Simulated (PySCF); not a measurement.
**Radial density of Mn²⁺ (manganese, charge +2)**

UHF, [Ar] 3d5, high-spin 6S determinant. Calculation: PySCF 2.14, in Sapporo-DKH3-DZP-2012 (6s5p3d1f, 43 functions); scalar relativity by spin-free X2C-1e.

```csv
r (bohr),4πr²ρ (e/bohr),4πr²(ρα − ρβ)
0.00129,0.2938,0.0000
0.00217,0.7397,0.0000
0.00365,1.822,-0.0001
0.00614,4.270,-0.0001
0.0103,9.326,-0.0003
0.0174,17.86,-0.0005
0.0292,27.29,-0.0009
0.0491,29.48,-0.0015
0.0827,23.49,0.0010
0.139,28.22,0.0592
0.234,31.11,0.5105
0.393,13.32,2.1289
0.662,14.65,4.2225
1.11,9.402,3.4125
1.87,1.473,0.9762
3.15,0.06432,0.0616
5.30,0.002089,0.0021
```

Densities and radii are taken from the X2C orbitals without a picture-change correction, which distorts them close to the nucleus.
